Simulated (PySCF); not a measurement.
**Multinuclear NMR of C₄H₆ClFO**

Mapped SMILES: `[CH3:1][C:2]([CH3:3])([F:4])[C:5](=[O:6])[Cl:7]`. Each H is labelled by its parent atom.

PySCF calculation with geometry: GFN2-xTB and shielding tensors at PBE0/pcSseg-1 (GIAO); isolated molecule, rapidly exchanging positions averaged, relativity neglected, one conformer.

(1) What are the ¹⁹F shifts?

(2) Where does ¹⁷O resonate?

## Answers

(1) 
```tsv
atoms	environment	σ (ppm)	δ (ppm)
F4	fluorine on an sp3 carbon	336.2	-142.8
```

Shieldings were converted by a linear fit to measured shifts: ¹⁹F (scatter 6.0 ppm rms, 7.0 ppm with the 5 outliers that the fit left out vs CFCl3, solution or neat liquid, with a term for F on sp3 carbon). Occasional misses reach two or three times the rms, and more in compound classes unlike the fitted ones.

On a 500 MHz spectrometer ¹⁹F resonates near 470.5 MHz, so 1 ppm is 470.5 Hz.

(2) 
| atoms | environment | σ (ppm) | δ (ppm) |
| --- | --- | --- | --- |
| O6 | carbonyl oxygen | -251.6 | 495.9 |

Shieldings were converted by a linear fit to measured shifts: ¹⁷O (scatter 10.7 ppm rms, 12.2 ppm with the 3 outliers that the fit left out vs liquid water, solution or neat liquid). Occasional misses reach two or three times the rms, and more in compound classes unlike the fitted ones.

On a 300 MHz spectrometer ¹⁷O resonates near 40.7 MHz, so 1 ppm is 40.7 Hz.
